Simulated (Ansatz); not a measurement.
Basis-set extrapolation for C2H7NOSi (`OC1C[SiH2]N1`) (PBE0-D4/def2-TZVP geometry, frozen core, Ansatz 0.2.0). Multiplicity 1, RHF reference.

|  | def2-TZVPP | def2-QZVPP |
| --- | --- | --- |
| HF | -498.149730 | -498.168841 |
| MP2 correlation | -0.907926 | -0.973063 |
| CCSD(T) correlation | -0.983773 | not run |

Energies in hartree. Use E(X) = E(∞) + A·exp(−7.88·√X) for Hartree–Fock and E(X) = E(∞) + B·X^(−2.97) for correlation, with X = 3 and 4, and add CCSD(T) minus MP2 of the smaller set to the MP2 limit.

Q: What is the CCSD(T) energy at the basis-set limit?

A: HF limit: -498.168841 + (-0.019111) × 0.13774 = -498.17147. MP2 limit: -0.973063 + (-0.065137) × 0.74074 = -1.02131. Higher-order term: -0.983773 − (-0.907926) = -0.07585. Total: -499.26863 hartree, 84.8 kcal/mol below CCSD(T)/def2-TZVPP.
